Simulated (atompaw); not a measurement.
# Ranking PAW (atompaw) potentials for niobium (Nb)

All share these settings but for the change named:

atompaw 4.2.0.5 input, output lines left out:

```
Nb 41
GGA-PBE scalarrelativistic loggrid 1500 logderivrange -9 5 351
5 5 4 0 0 0
5 0 0
5 1 0
4 2 2
0 0 0
c
c
c
v
v
c
c
v
v
c
v
2
2.35 2.30 1.60 2.20
n
n
y
-1
n
custom polynom2 7 10 vanderbiltortho besselshape
bessel
1.40
2.35
1.95
2.10
2.35
2.35
```

Cutoff: the first of the cutoffs (Ry, on a coarse ladder) from which the occupation-weighted sum of valence levels, in a spherical-Bessel basis at the reference potential, stays within 10 and 1 mRy of its value at 400 Ry; the density cutoff is not measured.

The base gives 25 Ry.

Of 10 variants that were run, those that failed, showed a ghost or another fault, or gave nearly equal values are left out.

A variant can come out equal or close to the base.

Question: Rank these variants from softest to hardest (loose cutoff).
A. wave 4d channel at -1 Ry: rc 2.35 bohr becomes 4d channel at 8.64 Ry: rc 2.35 bohr
B. local potential bessel scheme, radius 1.58 bohr
C. all radii scaled by about 1.25 (s 1.74, p 2.44, d 2.94 bohr); local potential bessel scheme, radius 2.00 bohr; augmentation besselshape compensation charge, radius 2.86 bohr; PAW radius 2.94 bohr; waves and projectors: custom polynom2 7 10 vanderbiltortho; core correction smooth core density matched at 2.74 bohr

Answer: B (21 Ry), A (25 Ry), C (30 Ry).
